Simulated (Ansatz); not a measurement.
Basis-set extrapolation for `C[Si](O)([AlH2])S` (PBE0-D4/def2-TZVP geometry, frozen core, Ansatz 0.2.0). Multiplicity 1, RHF reference.

```json
{"": "HF", "def2-TZVPP": "-1045.344548", "def2-QZVPP": "-1045.377326"}
{"": "MP2 correlation", "def2-TZVPP": "-0.805190", "def2-QZVPP": "-0.867799"}
{"": "CCSD(T) correlation", "def2-TZVPP": "-0.897099", "def2-QZVPP": "not run"}
```

Energies in hartree. Use E(X) = E(∞) + A·exp(−7.88·√X) for Hartree–Fock and E(X) = E(∞) + B·X^(−2.97) for correlation, with X = 3 and 4, and add CCSD(T) minus MP2 of the smaller set to the MP2 limit.

Q: What is the CCSD(T) energy at the basis-set limit?

A: HF limit: -1045.377326 + (-0.032778) × 0.13774 = -1045.38184. MP2 limit: -0.867799 + (-0.062609) × 0.74074 = -0.91418. Higher-order term: -0.897099 − (-0.805190) = -0.09191. Total: -1046.38793 hartree, 91.8 kcal/mol below CCSD(T)/def2-TZVPP.
